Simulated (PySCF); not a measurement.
**`CC1=C=CCCCCCC1`, C₁₀H₁₆**

Molfile (atoms numbered from 1):
```
C10H16
     RDKit          3D

 26 26  0  0  0  0  0  0  0  0999 V2000
    3.1070   -0.1899   -0.9458 C   0  0  0  0  0  0  0  0  0  0  0  0
    1.8333   -0.1323   -0.1557 C   0  0  0  0  0  0  0  0  0  0  0  0
    1.1281    0.9598    0.0394 C   0  0  0  0  0  0  0  0  0  0  0  0
    0.2081    1.8629    0.2773 C   0  0  0  0  0  0  0  0  0  0  0  0
   -1.0951    1.9760   -0.4779 C   0  0  0  0  0  0  0  0  0  0  0  0
   -2.1857    1.1211    0.1999 C   0  0  0  0  0  0  0  0  0  0  0  0
   -2.3315   -0.3174   -0.3146 C   0  0  0  0  0  0  0  0  0  0  0  0
   -1.0561   -1.1374   -0.5034 C   0  0  0  0  0  0  0  0  0  0  0  0
   -0.1974   -1.3863    0.7442 C   0  0  0  0  0  0  0  0  0  0  0  0
    1.2955   -1.4325    0.4225 C   0  0  0  0  0  0  0  0  0  0  0  0
    3.9321   -0.5842   -0.3285 H   0  0  0  0  0  0  0  0  0  0  0  0
    3.3998    0.8002   -1.3193 H   0  0  0  0  0  0  0  0  0  0  0  0
    2.9996   -0.8719   -1.8062 H   0  0  0  0  0  0  0  0  0  0  0  0
    0.3071    2.4925    1.1731 H   0  0  0  0  0  0  0  0  0  0  0  0
   -1.4156    3.0295   -0.4979 H   0  0  0  0  0  0  0  0  0  0  0  0
   -0.9632    1.6679   -1.5273 H   0  0  0  0  0  0  0  0  0  0  0  0
   -3.1646    1.6143    0.0803 H   0  0  0  0  0  0  0  0  0  0  0  0
   -1.9951    1.1162    1.2868 H   0  0  0  0  0  0  0  0  0  0  0  0
   -2.8430   -0.2807   -1.2924 H   0  0  0  0  0  0  0  0  0  0  0  0
   -3.0241   -0.8517    0.3596 H   0  0  0  0  0  0  0  0  0  0  0  0
   -1.3340   -2.1069   -0.9502 H   0  0  0  0  0  0  0  0  0  0  0  0
   -0.4375   -0.6369   -1.2655 H   0  0  0  0  0  0  0  0  0  0  0  0
   -0.3684   -0.5944    1.4903 H   0  0  0  0  0  0  0  0  0  0  0  0
   -0.4963   -2.3286    1.2315 H   0  0  0  0  0  0  0  0  0  0  0  0
    1.8762   -1.7055    1.3221 H   0  0  0  0  0  0  0  0  0  0  0  0
    1.4955   -2.2330   -0.3133 H   0  0  0  0  0  0  0  0  0  0  0  0
  1  2  1  0
  2  3  2  0
  3  4  2  0
  4  5  1  0
  5  6  1  0
  6  7  1  0
  7  8  1  0
  8  9  1  0
  9 10  1  0
 10  2  1  0
  1 11  1  0
  1 12  1  0
  1 13  1  0
  4 14  1  0
  5 15  1  0
  5 16  1  0
  6 17  1  0
  6 18  1  0
  7 19  1  0
  7 20  1  0
  8 21  1  0
  8 22  1  0
  9 23  1  0
  9 24  1  0
 10 25  1  0
 10 26  1  0
M  END
```

Method used: quadratic response CAM-B3LYP/def2-SVPD first hyperpolarisability, Taylor convention, gas phase in PySCF. Geometry: PBE0-D3(BJ)/def2-SVP.

Q: Give the tensor of the static β(0;0,0) in the axes of these coordinates.

A: In au, Taylor convention; rows are the first index (the induced dipole):
```csv
,xx,yy,zz,xy,xz,yz
x,-59.0,+7.1,-3.9,-9.0,+12.8,+9.4
y,-9.0,-48.4,+14.8,+7.1,+9.4,-7.6
z,+12.8,-7.6,+8.0,+9.4,-3.9,+14.8
```
Norm of βᵢ = ⅓ Σⱼ (βᵢⱼⱼ + βⱼᵢⱼ + βⱼⱼᵢ): 71.4 au, hyper-Rayleigh value 34.2 au.
